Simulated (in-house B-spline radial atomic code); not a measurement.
Ionisation energies with and without relativity, with size and susceptibility from the Dirac run. Dirac energy differences include first-order Breit, QED and recoil terms. NIST's values go from ground level to ground level; the uncertainty of those that are theory runs from under 0.1 % in few-electron ions to several per cent in heavy many-electron ones. Computed with a B-spline radial code for spherical atoms: non-relativistic Hartree-Fock and Dirac-Hartree-Fock, averages of the configuration (point nuclei without relativity, finite nuclei with it).

| ion | configuration | configuration after | ionisation non-relativistic (eV) | ionisation Dirac Breit and QED (eV) | tabulated value (eV) | radius at density 0.001 (bohr) | diamagnetic susceptibility (10⁻⁶ cm³/mol) |
| --- | --- | --- | --- | --- | --- | --- | --- |
| K2+ | [Ne] 3s2 3p5 | [Ne] 3s2 3p4 | 45.59 | 45.58 | 45.8031 | 3.079 | -12.352 |
| Ca2+ | [Ne] 3s2 3p6 | [Ne] 3s2 3p5 | 49.91 | 49.91 | 50.91316 | 2.976 | -12.174 |
| Sc2+ | [Ar] 3d1 | [Ne] 3s2 3p6 | ? | ? | ? | ? | ? |
| Ti2+ | [Ar] 3d2 | [Ar] 3d1 | 25.67 | 25.52 | 27.49171 | 3.107 | -13.074 |
| V2+ | [Ar] 3d3 | [Ar] 3d2 | ? | ? | ? | ? | ? |
| Cr2+ | [Ar] 3d4 | [Ar] 3d3 | 28.94 | 28.75 | 30.959 | 3.058 | -12.988 |

Fill in the row of Sc2+.

ionisation non-relativistic (eV): 23.88; ionisation Dirac Breit and QED (eV): 23.74; tabulated value (eV): 24.75684; radius at density 0.001 (bohr): 3.081; diamagnetic susceptibility (10⁻⁶ cm³/mol): -12.843.

Fill in the row of V2+.

ionisation non-relativistic (eV): 27.34; ionisation Dirac Breit and QED (eV): 27.18; tabulated value (eV): 29.3111; radius at density 0.001 (bohr): 3.092; diamagnetic susceptibility (10⁻⁶ cm³/mol): -13.089.
